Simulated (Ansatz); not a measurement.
Stepwise reaction of `BrBBr` with hydrogen chloride, as a gas-phase model of exchange steps in deposition or etching. ΔE in kJ/mol; ΔG adds harmonic PBE0-D4 terms to CCSD(T)/CBS, at 1 bar.

Computed with Ansatz on PBE0-D4/def2-TZVP structures; ΔE is electronic, products minus reactants. CCSD(T)/CBS adds triple-zeta CCSD(T) − MP2 to the extrapolated MP2 energy (def2 sets, frozen cores). This one scheme is used for every species. DFT in def2-TZVPP. B3LYP here is the variant with VWN-RPA as its local correlation; programs differ in this. For Br outer-core shells are correlated without core-valence functions, which leaves a few kJ/mol of doubt a bond. Scalar relativity is left out up to krypton.

| step | reaction | PBE-D4 | B3LYP-D4 | ωB97M-V | CCSD(T)/CBS | ΔG(400 K) |
| --- | --- | --- | --- | --- | --- | --- |
| 2 | `ClBBr` + HCl → `ClBCl` + HBr | -10.8 | -12.1 | -12.4 | -7.4 | -6.1 |

**Question.** Give the row of step 1, `BrBBr` + HCl → `ClBBr` + HBr. (Best estimate.)

**Answer.** Ansatz gave: 
| step | reaction | PBE-D4 | B3LYP-D4 | ωB97M-V | CCSD(T)/CBS | ΔG(400 K) |
| --- | --- | --- | --- | --- | --- | --- |
| 1 | `BrBBr` + HCl → `ClBBr` + HBr | -10.5 | -11.9 | -12.2 | -6.9 | -10.2 |

**Question.** By hand: ΔE of the 2 steps together at CCSD(T)/CBS.

**Answer.** (-6.9) + (-7.4) = -14.3 kJ/mol, or -7.2 kJ/mol a step.

In ΔE the steps differ by no more than 0.5 kJ/mol. All are downhill at CCSD(T)/CBS. ΔG lies between -10.2 and -6.1 kJ/mol a step. PBE-D4 differs from CCSD(T)/CBS by -3.6 to -3.4 kJ/mol a step. Isolated molecules leave out the surface, adducts and barriers. Largest T1 diagnostic: 0.012.
